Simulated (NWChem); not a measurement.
CH$_{4}$OSTe; SMILES CS[Te]O

```xyz
8

Te    -0.3123     0.6887    -0.0723
O      1.5232     1.4003     0.2922
H      2.0591     1.2101    -0.4887
S     -0.1551    -1.5784     0.6339
C      0.4568    -2.4828    -0.8216
H     -0.1841    -2.3162    -1.6975
H      0.4253    -3.5490    -0.5501
H      1.4944    -2.2074    -1.0531
```
Atoms are numbered in this order, from 1.

All runs: NWChem. Structure relaxed at the PBE0/def2-SVP level. def2 effective core potentials on Te; no spin-orbit coupling. Vertical excitations in the gas phase; the lowest state need not have the same character in each row.

```tsv
level	lowest excitation, singlet (eV)	oscillator strength of that lowest state	orbital gap (eV)
PBE/def2-SVP, TDA	3.44	0.002	3.01
B3LYP/def2-SVP, TDA	3.54	0.002	4.53
Hartree-Fock/def2-SVP, CIS	3.99	0.003	10.88
```
